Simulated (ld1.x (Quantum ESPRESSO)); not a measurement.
**Al: excitation energies, all-electron against TM**

* Element: Al
* Generator: ld1.x (Quantum ESPRESSO) 7.5
* Type: norm-conserving Troullier–Martins (Kleinman–Bylander form)
* Functional: PBEsol
* Relativity: scalar-relativistic
* Frozen core: [Ne]
* Valence charge: 3
* Reference configuration: 3s2 3p1
* Partial waves: 3p (bound): rc 2.15 bohr; 3s (bound): rc 1.72 bohr
* Local potential: the s channel
* Core correction: Bessel-smoothed model core inside 0.95 bohr

Energies are relative to the spin-unpolarised reference configuration 3s2 3p1; without spin polarisation the order of configurations can differ from experiment.

Task: Give the all-electron excitation energy and the error of the potential for: 3s2 3p0; 3s1 3p0; 3s2 3p0.5; 3s1 3p2; 3s0 3p3; 3s1 3p1; 3s2 3p1.3.

Result:

| valence configuration | charge | ΔE all-electron (eV) | error AE − PS (meV) |
| --- | --- | --- | --- |
| 3s2 3p0 | +1 | 5.736 | +1.5 |
| 3s1 3p0 | +2 | 24.906 | +10 |
| 3s2 3p0.5 | +0.5 | 2.074 | +0.3 |
| 3s1 3p2 | 0 | 5.119 | -2.1 |
| 3s0 3p3 | 0 | 10.405 | -8.1 |
| 3s1 3p1 | +1 | 11.527 | +3.6 |
| 3s2 3p1.3 | -0.3 | -0.568 | +0.1 |

Levels in the configuration 3s0 3p3:

| level | all-electron (eV) | pseudo (eV) |
| --- | --- | --- |
| 3p | -3.867 | -3.860 |
